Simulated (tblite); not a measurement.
Species: C8H8O.
Atom-mapped SMILES: `[CH2:1]=[CH:2][CH:3]=[C:4]=[C:5]=[CH:6][C:7]([CH3:8])=[O:9]` (hydrogens: H10, H11 on C1; H12 on C2; H13 on C3; H14 on C6; H15, H16, H17 on C8)

Structure optimised with GFN2-xTB, isolated species.

(1) List the bond lengths, angles and torsions at this level.

Results:

(1) 
| bond | length (Å) | order |
| --- | --- | --- |
| C1=C2 | 1.334 | double |
| C2–C3 | 1.436 | single |
| C3=C4 | 1.327 | double |
| C4=C5 | 1.251 | double |
| C5=C6 | 1.323 | double |
| C6–C7 | 1.467 | single |
| C7–C8 | 1.510 | single |
| C7=O9 | 1.213 | double |
| C1–H10 | 1.078 | single |
| C1–H11 | 1.076 | single |
| C2–H12 | 1.082 | single |
| C3–H13 | 1.084 | single |
| C6–H14 | 1.082 | single |
| C8–H15, C8–H16, C8–H17 | 1.088 | single |

Bonds in one row agree within 0.01 Å and their mean is given. Orders are formal, as drawn. A selection of angles:
| angle | degrees |
| --- | --- |
| C1–C2–C3 | 123.0 |
| C2–C3–C4 | 123.2 |
| C3–C4–C5 | 179.5 |
| C4–C5–C6 | 179.1 |
| C5–C6–C7 | 123.7 |
| C6–C7–C8 | 115.8 |
| C6–C7–O9 | 121.4 |
| C8–C7–O9 | 122.7 |

Torsions: C1–C2–C3–C4 179° (antiperiplanar); C5–C6–C7–C8 -1° (synperiplanar). The mirror-image conformer, all signs reversed, is as good.

The 9 heavy atoms lie in one plane (0.006 Å rms). Of the pairs four or more bonds apart, C5···H17 is among the closest relative to their van der Waals radii: 2.75 Å, 95 % of the sum of Bondi's values. The 7 C–C bonds span 1.251 Å (C4=C5, drawn double) to 1.510 Å (C7–C8, drawn single), a spread of 0.259 Å.

Point group: near Cs, missed by 0.21 Å at most; the miss may be what the optimiser left on a soft mode. Its GFN2-xTB frequencies are all real (lowest 47 cm⁻¹). One conformer, not necessarily the lowest. 3 starts were optimised and ended at 0.00, 0.03 and 0.91 kcal/mol (GFN2-xTB); the lowest of these is shown.

Time: 0.57 s of wall time. Hardware: one thread of an Arm Neoverse V2, shared host with 64 logical CPUs at a one-minute load of 40. These figures are those of the optimisation.

All values are computed, not measured.
